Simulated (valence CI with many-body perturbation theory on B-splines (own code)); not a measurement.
## Level structure of Ta65+

Method: relativistic CI+MBPT: six valence electrons over a frozen Dirac-Fock core [He], a basis of 9 s, 9 p, 8 d, 6 f, 3 g, 1 h functions for each j, with the one-electron correlation potential Σ1 (screened to all orders), the two-electron term Σ2, the three-electron term Σ3, Breit, model QED; selected single and double excitations, second order for the rest, scaled by the run's own slope (own B-spline code, finite nucleus).

The last digits are not significant, and no measured levels were compared; by estimate large intervals hold to a few tenths of a per cent, small ones and those within an open d or f shell to about a per cent. Among the levels kept, up to 2300 cm⁻¹ of a level comes from second order outside the variational space, and about a tenth of that is noise between levels of different J, which matters for small intervals.

Levels 46 to 58 of 58, with energies above the lowest level, (2s^2 2p1/2^2 2p3/2^2) J=2. "Leading %" is the weight of the configuration and term that name the level; weights of strongly mixed levels are sums over their largest components and can fall short, and the name can then belong to a minority configuration. In the jj column 3d3/2^4 stands for four electrons in 3d with j = 3/2. Lifetimes count E1, E2, E3, M1 and M2 decay at the calculated energies, and are blank where another channel may lead or the interval is too uncertain; long ones can be off by a factor of two.

| No. | Configuration | Term | J | E (eV) | Leading % | Second component | Lifetime | g | Leading jj |
| --- | --- | --- | --- | --- | --- | --- | --- | --- | --- |
| 46 | 2s 2p4 3s | 1S | 0 | 10189 | 64 | 35 % 2s 2p4 3s 3P | 8.89 fs |  | 2s 2p1/2^2 2p3/2^2 3s (99 %) |
| 47 | 2s2 2p3 3p | 3P | 0 | 10200 | 99 |  | 303 fs |  | 2s^2 2p1/2 2p3/2^2 3p3/2 (99 %) |
| 48 | 2s2 2p3 3p | 5P | 3 | 10201 | 55 | 22 % 2s2 2p3 3p 3F | 364 fs | 1.373 | 2s^2 2p1/2 2p3/2^2 3p3/2 (99 %) |
| 49 | 2s2 2p3 3p | 3P | 2 | 10205 | 36 | 27 % 2s2 2p3 3p 3D | 99.2 fs | 1.410 | 2s^2 2p1/2 2p3/2^2 3p3/2 (92 %) |
| 50 | 2s2 2p3 3p | 1P | 1 | 10218 | 45 | 27 % 2s2 2p3 3p 3D | 89.7 fs | 0.995 | 2s^2 2p1/2 2p3/2^2 3p3/2 (97 %) |
| 51 | 2s2 2p3 3p | 3F | 4 | 10222 | 100 |  | 337 fs | 1.222 | 2s^2 2p1/2 2p3/2^2 3p3/2 (100 %) |
| 52 | 2s2 2p3 3p | 3D | 3 | 10223 | 71 | 25 % 2s2 2p3 3p 1F | 359 fs | 1.214 | 2s^2 2p1/2 2p3/2^2 3p3/2 (99 %) |
| 53 | 2s2 2p3 3p | 3P | 1 | 10259 | 73 | 14 % 2s2 2p3 3p 1P | 93.9 fs | 1.414 | 2s^2 2p1/2 2p3/2^2 3p3/2 (96 %) |
| 54 | 2s2 2p3 3p | 1D | 2 | 10269 | 49 | 26 % 2s2 2p3 3p 3P | 218 fs | 1.143 | 2s^2 2p1/2 2p3/2^2 3p3/2 (99 %) |
| 55 | 2s 2p4 3p | 3P° | 1 | 10276 | 32 | 16 % 2s 2p4 3p 3D° | 1.51 fs | 1.298 | 2s 2p1/2^2 2p3/2^2 3p1/2 (97 %) |
| 56 | 2s 2p4 3p | 3P° | 1 | 10276 | 49 | 19 % 2s 2p4 3p 1P° | 1.87 fs | 1.332 | 2s 2p1/2^2 2p3/2^2 3p1/2 (99 %) |
| 57 | 2s 2p4 3p | 3P° | 0 | 10277 | 76 | 21 % 2s 2p4 3p 5D° | 78.7 fs |  | 2s 2p1/2^2 2p3/2^2 3p1/2 (100 %) |
| 58 | 2s 2p4 3p | 3D° | 2 | 10278 | 29 | 26 % 2s 2p4 3p 3F° | 2.41 fs | 1.044 | 2s 2p1/2^2 2p3/2^2 3p1/2 (98 %) |

Where two levels of one J and parity lie close, their mixing, g and order are uncertain.
